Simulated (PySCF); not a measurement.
SMILES Fc1[c]c(F)c(F)c(F)c1F, doublet, PBE0/def2-SVP optimised geometry.

```
11

F      2.02    -2.37     0.00
C      1.37    -1.22     0.00
C      2.00     0.00     0.00
C      1.38     1.22     0.00
F      2.03     2.37     0.00
C     -0.02     1.22     0.00
F     -0.70     2.36     0.00
C     -0.71     0.01     0.00
F     -2.03     0.01     0.00
C     -0.03    -1.21     0.00
F     -0.71    -2.34     0.00
```

Density from PySCF with unrestricted PBE0/def2-TZVP at that geometry.

Minimum of the electron density along straight lines between bonded atoms, close to the bond critical point (lines longer than 1.1 times the sum of covalent radii, or with two minima, are not listed):

| bond | length / Å | ρ at the minimum / e bohr⁻³ | ∇²ρ there / e bohr⁻⁵ | position (fraction from the first atom) |
|---|---|---|---|---|
| F1–C2 | 1.320 | 0.283 | 0.01 | 0.67 |
| C2–C3 | 1.374 | 0.324 | -0.94 | 0.51 |
| C3–C4 | 1.374 | 0.324 | -0.94 | 0.49 |
| C4–F5 | 1.319 | 0.283 | 0.01 | 0.33 |
| C4–C6 | 1.399 | 0.317 | -0.92 | 0.50 |
| C6–F7 | 1.320 | 0.282 | 0.03 | 0.33 |
| C6–C8 | 1.397 | 0.321 | -0.95 | 0.50 |
| C8–F9 | 1.319 | 0.283 | 0.03 | 0.33 |
| C2–C10 | 1.399 | 0.317 | -0.92 | 0.50 |
| C8–C10 | 1.397 | 0.321 | -0.95 | 0.50 |
| C10–F11 | 1.320 | 0.282 | 0.03 | 0.33 |
